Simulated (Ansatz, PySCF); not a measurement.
H6OSeSi2, SMILES [SiH3][Se]O[SiH3]. Atoms are numbered in the order given.

```xyz
10

Se     0.1123     0.1774     0.8869
Si     1.6626     1.0395    -0.5590
H      2.7387     0.0435    -0.8247
H      2.2143     2.2373     0.1416
H      1.0108     1.4313    -1.8418
O     -0.3662    -1.1877    -0.2399
Si    -1.8037    -1.0126    -1.0986
H     -2.9678    -0.8783    -0.1726
H     -1.9298    -2.2548    -1.9108
H     -1.7478     0.1875    -1.9875
```

The structure is a stationary point at PBE0-D3(BJ)/def2-SVP. This is a generated structure with no PubChem entry under its InChIKey; it may be hypothetical. One conformer was computed; it need not be the lowest.

Two levels are set side by side: PBE-D3(BJ)/def2-SVP (Ansatz, an electronic-structure program) and PBE0-D3(BJ)/def2-SVP (Ansatz). Each level has its own optimised geometry; the coordinates shown are those of the second. Frequencies come from the Hessian of PySCF at each geometry. Differences are taken from unrounded values.

```csv
quantity,PBE0-D3(BJ)
mean bond length (Å),1.640
bond Se1–Si2 (Å),2.289
bond Se1–O6 (Å),1.834
bond O6–Si7 (Å),1.684
bond Si2–H3 (Å),1.490
bond Si2–H4 (Å),1.493
bond Si2–H5 (Å),1.491
bond Si7–H8 (Å),1.493
bond Si7–H9 (Å),1.490
bond Si7–H10 (Å),1.495
highest harmonic wavenumber (cm⁻¹),2263
mean harmonic wavenumber (cm⁻¹),1005
zero-point energy (kcal/mol),34.49
```

Problem. What does PBE-D3(BJ) give, and how far is it from PBE0-D3(BJ)? (An estimate is asked for; the answer gives what the named calculation found.)

Solution. 
```json
[
 {"quantity": "mean bond length (Å)", "PBE-D3(BJ)": "1.655", "PBE-D3(BJ) minus PBE0-D3(BJ)": "0.015"},
 {"quantity": "bond Se1–Si2 (Å)", "PBE-D3(BJ)": "2.304", "PBE-D3(BJ) minus PBE0-D3(BJ)": "0.016"},
 {"quantity": "bond Se1–O6 (Å)", "PBE-D3(BJ)": "1.868", "PBE-D3(BJ) minus PBE0-D3(BJ)": "0.035"},
 {"quantity": "bond O6–Si7 (Å)", "PBE-D3(BJ)": "1.703", "PBE-D3(BJ) minus PBE0-D3(BJ)": "0.020"},
 {"quantity": "bond Si2–H3 (Å)", "PBE-D3(BJ)": "1.501", "PBE-D3(BJ) minus PBE0-D3(BJ)": "0.011"},
 {"quantity": "bond Si2–H4 (Å)", "PBE-D3(BJ)": "1.505", "PBE-D3(BJ) minus PBE0-D3(BJ)": "0.011"},
 {"quantity": "bond Si2–H5 (Å)", "PBE-D3(BJ)": "1.502", "PBE-D3(BJ) minus PBE0-D3(BJ)": "0.011"},
 {"quantity": "bond Si7–H8 (Å)", "PBE-D3(BJ)": "1.505", "PBE-D3(BJ) minus PBE0-D3(BJ)": "0.011"},
 {"quantity": "bond Si7–H9 (Å)", "PBE-D3(BJ)": "1.501", "PBE-D3(BJ) minus PBE0-D3(BJ)": "0.012"},
 {"quantity": "bond Si7–H10 (Å)", "PBE-D3(BJ)": "1.506", "PBE-D3(BJ) minus PBE0-D3(BJ)": "0.011"},
 {"quantity": "highest harmonic wavenumber (cm⁻¹)", "PBE-D3(BJ)": "2188", "PBE-D3(BJ) minus PBE0-D3(BJ)": "-75"},
 {"quantity": "mean harmonic wavenumber (cm⁻¹)", "PBE-D3(BJ)": "969", "PBE-D3(BJ) minus PBE0-D3(BJ)": "-37"},
 {"quantity": "zero-point energy (kcal/mol)", "PBE-D3(BJ)": "33.24", "PBE-D3(BJ) minus PBE0-D3(BJ)": "-1.26"}
]
```

Exact exchange shortens and stiffens bonds; PBE has none. Differences between two approximate levels are no errors against the true value.
